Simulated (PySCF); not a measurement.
A calculated (MN15, PySCF 2.14, jorge-DZP-DKH, the spin-free X2C one-electron Hamiltonian (Gaussian nucleus)) atom or ion has these occupied shells.

```
shell  electrons  orbital energy (eV)  rms radius, mean of both spins (bohr)
 1s α          1              -686.56                                  0.205
 1s β          1              -685.43                                  0.205
 2s α          1              -52.548                                   1.07
 2s β          1              -48.344                                   1.07
 2p α          3              -33.608                                   1.10
 2p β          1              -30.039                                   1.10
```

Q: Name the element and its charge.

A: F+ (fluorine, charge +1), in [He] 2s2 2p4, high-spin 3P determinant.
